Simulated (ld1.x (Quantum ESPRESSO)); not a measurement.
# Transferability test, TM potential for hafnium

* Element: hafnium
* Generator: ld1.x (Quantum ESPRESSO) 7.5
* Type: norm-conserving Troullier–Martins (Kleinman–Bylander form)
* Functional: PBEsol
* Relativity: scalar-relativistic
* Frozen core: [Kr] 4d10 4f14
* Valence charge: 12
* Reference configuration: 5s2 5p6 5d1 6s0 6p0 (charge +3)
* Partial waves: 5p (bound): rc 2.10 bohr; 5d (bound): rc 2.35 bohr; 5s (bound): rc 1.50 bohr
* Local potential: the s channel
* Core correction: none

Energies are relative to the spin-unpolarised reference configuration 5s2 5p6 5d1 6s0 6p0; without spin polarisation the order of configurations can differ from experiment.

| valence configuration | charge | ΔE all-electron (eV) | error AE − PS (meV) |
| --- | --- | --- | --- |
| 5s2 5p6 5d2 6s2 6p0 | 0 | -43.945 | +758 |
| 5s2 5p6 5d2 6s0 6p0 | +2 | -21.774 | -0.2 |
| 5s2 5p6 5d2 6s1.5 6p0 | +0.5 | -40.676 | +629 |
| 5s2 5p6 5d2 6s0 6p1 | +1 | -31.222 | +86 |
| 5s2 5p5 5d2 6s2 6p0 | +1 | -2.888 | +1192 |

Question: What are ΔE and the potential's error for 5s2 5p6 5d2 6s1 6p0?

Answer: ΔE = -35.937 eV all-electron; the error (AE − PS) is +465 meV.

Question: What are ΔE and the potential's error for 5s2 5p6 5d1 6s2 6p1?

Answer: ΔE = -41.937 eV all-electron; the error (AE − PS) is +978 meV.

ld1.x printed “convergence not achieved” for 7 of the counted tests; their residual had stalled under 1e-8, short of the target of 1e-14.
